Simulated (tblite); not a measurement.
Species: C₈H₁₃P.
Atom-mapped SMILES: `[CH2:1]=[CH:2][C:3]1=[CH:4][P:5]1[C@@H:6]([CH3:7])[CH2:8][CH3:9]` (hydrogens: H10, H11 on C1; H12 on C2; H13 on C4; H14 on C6; H15, H16, H17 on C7; H18, H19 on C8; H20, H21, H22 on C9)

Computed with GFN2-xTB (tblite), gas phase: L-BFGS steps from a force-field or distance-geometry start until the largest atomic force falls under 0.01 eV/Å.

Step 11: E = -712.0172 eV
```
atom  x, y, z in Å  |  force x, y, z in eV/Å
C1      2.8478    1.4930   -0.1721   -0.061   0.046  -0.005
C2      2.8727    0.1845    0.0548    0.071  -0.034   0.009
C3      1.8199   -0.5318    0.6891    0.008  -0.010  -0.062
C4      1.4110   -1.7225    1.0814   -0.080  -0.048   0.079
P5      0.1474   -0.4450    1.4522    0.011   0.040  -0.050
C6     -0.9431   -0.6082   -0.1007    0.001   0.032   0.003
C7     -1.6948   -1.9356   -0.0378    0.029  -0.004   0.015
C8     -1.9274    0.5573   -0.2073   -0.030  -0.008  -0.017
C9     -1.2637    1.8818   -0.5560    0.013   0.014   0.037
H10     3.6533    2.0084   -0.6604    0.086   0.008  -0.034
H11     2.0045    2.0900    0.1242   -0.097   0.045   0.042
H12     3.7232   -0.4155   -0.2463    0.056  -0.024  -0.016
H13     1.6875   -2.7520    1.1687   -0.026   0.062  -0.005
H14    -0.2730   -0.6060   -0.9717   -0.068  -0.008  -0.013
H15    -2.3274   -1.9722    0.8485    0.019   0.002  -0.008
H16    -0.9889   -2.7623    0.0065   -0.008  -0.057   0.015
H17    -2.3276   -2.0704   -0.9142    0.018   0.019  -0.011
H18    -2.4640    0.6600    0.7403    0.001  -0.010  -0.007
H19    -2.6657    0.3203   -0.9782   -0.019  -0.019  -0.023
H20    -0.6088    2.2021    0.2516    0.043  -0.021   0.020
H21    -0.6750    1.7924   -1.4672    0.002  -0.023   0.010
H22    -2.0184    2.6512   -0.7104    0.030  -0.003   0.021
```

Step 12: E = -712.0193 eV
```
atom  x, y, z in Å  |  force x, y, z in eV/Å
C1      2.8471    1.4957   -0.1723   -0.061  -0.024   0.009
C2      2.8765    0.1856    0.0529    0.066  -0.022   0.009
C3      1.8243   -0.5336    0.6862   -0.022   0.005  -0.056
C4      1.4084   -1.7212    1.0811   -0.056  -0.048   0.082
P5      0.1502   -0.4381    1.4494    0.013   0.019  -0.081
C6     -0.9441   -0.6073   -0.1029    0.035   0.021   0.037
C7     -1.6939   -1.9357   -0.0378    0.018  -0.009   0.026
C8     -1.9288    0.5579   -0.2072   -0.039  -0.052  -0.023
C9     -1.2624    1.8799   -0.5547    0.005   0.035   0.045
H10     3.6539    2.0098   -0.6610    0.062   0.022  -0.022
H11     2.0013    2.0912    0.1256   -0.044   0.010   0.019
H12     3.7294   -0.4146   -0.2470    0.016   0.023  -0.009
H13     1.6790   -2.7525    1.1736   -0.025   0.082  -0.011
H14    -0.2733   -0.6061   -0.9743   -0.091  -0.001   0.002
H15    -2.3291   -1.9729    0.8468    0.035   0.010   0.004
H16    -0.9894   -2.7639    0.0066   -0.004  -0.040   0.019
H17    -2.3276   -2.0716   -0.9127    0.013   0.020  -0.041
H18    -2.4682    0.6596    0.7387    0.021  -0.008   0.011
H19    -2.6675    0.3201   -0.9762   -0.033  -0.016  -0.060
H20    -0.6072    2.1949    0.2545    0.052  -0.007   0.018
H21    -0.6751    1.7905   -1.4660    0.019  -0.027  -0.002
H22    -2.0141    2.6518   -0.7083    0.019   0.009   0.026
```

Step 13: E = -712.0211 eV
```
atom  x, y, z in Å  |  force x, y, z in eV/Å
C1      2.8461    1.4977   -0.1727   -0.033  -0.031   0.004
C2      2.8809    0.1867    0.0515    0.033  -0.039   0.013
C3      1.8278   -0.5357    0.6826   -0.035   0.007  -0.043
C4      1.4051   -1.7200    1.0822   -0.016  -0.008   0.056
P5      0.1528   -0.4317    1.4455    0.005   0.021  -0.078
C6     -0.9447   -0.6063   -0.1041    0.035  -0.004   0.044
C7     -1.6929   -1.9359   -0.0375    0.005  -0.015   0.022
C8     -1.9308    0.5578   -0.2076   -0.033  -0.062  -0.022
C9     -1.2612    1.8784   -0.5528    0.001   0.027   0.036
H10     3.6553    2.0116   -0.6619    0.001   0.011   0.012
H11     1.9977    2.0924    0.1273    0.021  -0.036  -0.010
H12     3.7358   -0.4135   -0.2481   -0.017   0.061  -0.001
H13     1.6707   -2.7519    1.1780   -0.017   0.068  -0.010
H14    -0.2752   -0.6062   -0.9764   -0.091   0.005  -0.001
H15    -2.3299   -1.9732    0.8455    0.041   0.013   0.017
H16    -0.9899   -2.7659    0.0071   -0.002  -0.020   0.020
H17    -2.3273   -2.0724   -0.9119    0.020   0.022  -0.047
H18    -2.4714    0.6591    0.7375    0.029  -0.009   0.020
H19    -2.6698    0.3195   -0.9758   -0.031  -0.009  -0.075
H20    -0.6048    2.1881    0.2575    0.050   0.001   0.011
H21    -0.6748    1.7883   -1.4647    0.026  -0.026   0.000
H22    -2.0099    2.6527   -0.7058    0.010   0.021   0.031
```

Step 14: E = -712.0226 eV
```
atom  x, y, z in Å  |  force x, y, z in eV/Å
C1      2.8451    1.4988   -0.1732    0.004  -0.045   0.000
C2      2.8849    0.1870    0.0507   -0.013  -0.022   0.008
C3      1.8304   -0.5375    0.6787   -0.037   0.003  -0.029
C4      1.4020   -1.7187    1.0839    0.018   0.040   0.023
P5      0.1551   -0.4259    1.4408   -0.008   0.035  -0.045
C6     -0.9450   -0.6056   -0.1045    0.005  -0.025   0.023
C7     -1.6919   -1.9364   -0.0372   -0.004  -0.018   0.009
C8     -1.9330    0.5568   -0.2084   -0.020  -0.040  -0.015
C9     -1.2600    1.8772   -0.5508    0.001   0.002   0.018
H10     3.6562    2.0136   -0.6624   -0.050  -0.004   0.041
H11     1.9950    2.0926    0.1285    0.059  -0.065  -0.029
H12     3.7413   -0.4113   -0.2491   -0.025   0.072   0.003
H13     1.6629   -2.7505    1.1819   -0.005   0.033  -0.005
H14    -0.2785   -0.6061   -0.9783   -0.075   0.008  -0.016
H15    -2.3300   -1.9732    0.8448    0.039   0.013   0.028
H16    -0.9903   -2.7678    0.0078   -0.001  -0.004   0.020
H17    -2.3267   -2.0727   -0.9121    0.032   0.024  -0.036
H18    -2.4735    0.6583    0.7368    0.028  -0.013   0.018
H19    -2.6725    0.3188   -0.9769   -0.014  -0.002  -0.067
H20    -0.6018    2.1820    0.2604    0.037   0.002   0.001
H21    -0.6741    1.7859   -1.4634    0.021  -0.019   0.013
H22    -2.0061    2.6540   -0.7030    0.009   0.025   0.037
```

Question: Estimate the geometry and energy of step 15. (The exact step hangs on the optimiser's Hessian estimate; all steps are aligned on step 14, rigid shifts and turns removed.)

Answer: E = -712.0240 eV, largest force 0.108 eV/Å
```
atom  x, y, z in Å  |  force x, y, z in eV/Å
C1      2.8443    1.4989   -0.1737    0.036  -0.038  -0.006
C2      2.8885    0.1870    0.0501   -0.051  -0.009  -0.001
C3      1.8323   -0.5391    0.6741   -0.033   0.002  -0.013
C4      1.3994   -1.7166    1.0861    0.037   0.073  -0.006
P5      0.1574   -0.4192    1.4352   -0.022   0.047   0.000
C6     -0.9453   -0.6054   -0.1045   -0.036  -0.035  -0.013
C7     -1.6911   -1.9371   -0.0368   -0.010  -0.017  -0.004
C8     -1.9357    0.5551   -0.2094   -0.005  -0.003  -0.007
C9     -1.2588    1.8759   -0.5484    0.002  -0.026   0.000
H10     3.6561    2.0155   -0.6620   -0.076  -0.013   0.057
H11     1.9934    2.0916    0.1291    0.066  -0.076  -0.038
H12     3.7465   -0.4078   -0.2501   -0.016   0.058   0.003
H13     1.6549   -2.7484    1.1858    0.009  -0.004   0.002
H14    -0.2831   -0.6058   -0.9805   -0.049   0.007  -0.035
H15    -2.3293   -1.9730    0.8447    0.029   0.009   0.036
H16    -0.9907   -2.7698    0.0090    0.002   0.007   0.017
H17    -2.3254   -2.0726   -0.9129    0.041   0.022  -0.016
H18    -2.4753    0.6573    0.7364    0.021  -0.019   0.009
H19    -2.6753    0.3181   -0.9792    0.012   0.007  -0.043
H20    -0.5981    2.1759    0.2634    0.018  -0.003  -0.011
H21    -0.6730    1.7831   -1.4618    0.011  -0.009   0.029
H22    -2.0020    2.6557   -0.6994    0.013   0.020   0.041
```

The energy changes by -0.0015 eV. The first-order estimate −F·Δx gives -0.0020 eV and the mean of the old and new forces, exact on a quadratic surface, -0.0015 eV. The step makes an angle of 66° with the force vector and moves no atom by more than 0.009 Å.
